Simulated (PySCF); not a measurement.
Computed shifts of a molecule CH8O2Si2, KT2/pcSseg-1 in PySCF, GIAO, gas phase, equivalent atoms averaged, in ppm (number of nuclei): ²⁹Si: 19.1 (1), -118.7 (1). ¹³C: 9.1 (1). ¹H: 3.57 (3), 1.70 (1), 1.27 (1), 0.47 (3). References: ²⁹Si against TMS (σ = 361.9 ppm); ¹³C against TMS (σ = 185.1 ppm); ¹⁷O against H2O (σ = 330.4 ppm); ¹H against TMS (σ = 31.47 ppm), references at their B3LYP-D3(BJ)/def2-TZVP geometries, non-relativistic. The structure is a stationary point at PBE0-D3(BJ)/def2-SVP. Other conformers were not sampled.

Identify the compound among the candidates.
A) C[Si](O)(O)[SiH3]
B) O[SiH2][C@H](O)[SiH3]
C) C[Si@H](O)[SiH2]O
D) O[SiH2]OC[SiH3]

A, C[Si](O)(O)[SiH3]
